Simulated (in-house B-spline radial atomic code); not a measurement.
Values are calculated unless marked as measured or tabulated.
**What the choice of pseudopotential does to G0W0 on PBE: Mg**

All numbers come from an all-electron radial atomic-structure program (B-spline basis), non-relativistic, configuration [Ne] 3s2, open shells at high spin. Semilocal Troullier-Martins pseudo-atoms, one channel per l, are made with PBE or LDA for several valence sets and radii, with or without a model core, and set against the all-electron atom. One channel fits only the lowest state of its l, so a second state of that l is approximate. All electrons give 3s: PBE -4.699 eV, G0W0 -7.514 eV. Potentials are made in the ion's own configuration unless the neutral atom is named, and a smooth local potential serves every l without a channel. Potentials that miss their own reference levels by more than 6 millihartree, or need radii over 3.5 bohr, are left out. Columns give pseudo minus all-electron, in eV; a dash marks a level in the core or of low weight.

```
 valence  made with   radii (bohr)  model core (bohr)  3s PBE  3s G0W0
      3s        PBE  s 2.30 p 3.11               none    0.00    +0.05
      3s        PBE  s 2.94 p 3.40               none    0.00    +0.05
      3s        PBE  s 2.04 p 2.76               1.62    0.00    +0.05
      3s        PBE  s 2.30 p 3.11               1.62    0.00    +0.05
   2p 3s        PBE  s 2.30 p 0.64               none    0.00    -0.15
   2p 3s        PBE  s 2.56 p 0.71               none    0.00    -0.16
   2p 3s        PBE  s 2.94 p 0.82               none    0.00    -0.17
   2p 3s        PBE  s 3.32 p 0.93               none    0.00    -0.18
   2p 3s        PBE  s 2.30 p 0.64               0.20    0.00    -0.15
   2p 3s        PBE  s 2.94 p 0.82               0.20    0.00    -0.17
2s 2p 3s        PBE  s 0.49 p 0.64               none   -0.01    -0.03
2s 2p 3s        PBE  s 0.63 p 0.82               none   -0.01    -0.04
2s 2p 3s        PBE  s 0.49 p 0.64               0.20   -0.01    -0.03
2s 2p 3s        PBE  s 0.63 p 0.82               0.20   -0.01    -0.04
```

**Question.** How does the G0W0 shift of 3s, which all sets hold, depend on the valence set?

**Answer.** Mean size: 2s 2p 3s: 0.03 eV; 3s: 0.05 eV; 2p 3s: 0.16 eV. A larger valence set can do worse when it takes only part of a shell, whose exchange with the frozen rest is then left to the functional. The means mix radii and the functional used in making the potentials.
